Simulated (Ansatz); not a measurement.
Process, species as SMILES: BOC → [BH]OC + H atom (the B-H bond at the site shown breaks; other sites are not compared here)
Each molecule is optimised on its own at B3LYP-D3(BJ)/def2-TZVP (Ansatz, a program for electronic structure), one conformer each, not searched for the lowest. Frequencies are from Ansatz.

Wanted: bond dissociation energy (enthalpy at 298 K, with B3LYP-D3(BJ) rigid-rotor harmonic-oscillator terms), in kJ/mol. Cores are frozen in the correlated levels unless marked. UHF or UKS for open shells. No spin-orbit coupling. No relativistic terms. CBS(X,Y): correlation extrapolated as X^-3; Hartree-Fock from the larger set. [CCSD(T)-MP2]/basis is that difference in the basis named.

RI-MP2/CBS(aug-cc-pVTZ,aug-cc-pVQZ)+[CCSD(T)-MP2]/aug-cc-pVTZ (Ansatz) gives 443.4 kJ/mol.

Another calculation gave 419.5 kJ/mol. Which level was it?
(A) CAM-B3LYP/def2-TZVPD (Ansatz)
(B) SVWN5/def2-TZVPD (Ansatz)
(C) r2SCAN0/def2-TZVPD (Ansatz)

C, r2SCAN0/def2-TZVPD (Ansatz). The others give 436.7 (CAM-B3LYP), 459.5 (SVWN5) kJ/mol.
